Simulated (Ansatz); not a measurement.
Computed with Ansatz on PBE0-D4/def2-TZVP structures; ΔE is electronic, products minus reactants. CCSD(T)/CBS adds triple-zeta CCSD(T) − MP2 to the extrapolated MP2 energy (def2 sets, frozen cores). This one scheme is used for every species. DFT in def2-TZVPP. B3LYP here is the variant with VWN-RPA as its local correlation; programs differ in this. Each species was taken in one conformer, which may not be the lowest.

`O[SiH](O)C[SiH](Cl)Cl` + `C[SiH2]O` → `O[SiH2]C[SiH](O)O` + `C[SiH](Cl)Cl`  (formal exchange of groups at the Si–C bond)

| level | ΔE (kJ/mol) |
| --- | --- |
| B3LYP-D4 | -1.4 |
| ωB97M-V | -2.4 |
| CCSD/def2-TZVPP | -2.3 |
| MP2/CBS(def2) | -1.0 |

What does CCSD(T)/CBS give? (Best estimate.)

Ansatz gave: -1.7 kJ/mol. The listed levels differ from it by 0.3, -0.7, -0.6, 0.7 kJ/mol.

Largest T1 diagnostic among the species: 0.011.

The D4 term adds +3.1 kJ/mol with B3LYP and +2.0 kJ/mol with PBE0; it sums over pairs of atoms, weighted by their polarisabilities, and B3LYP, whose exchange is more repulsive, gets the larger term.
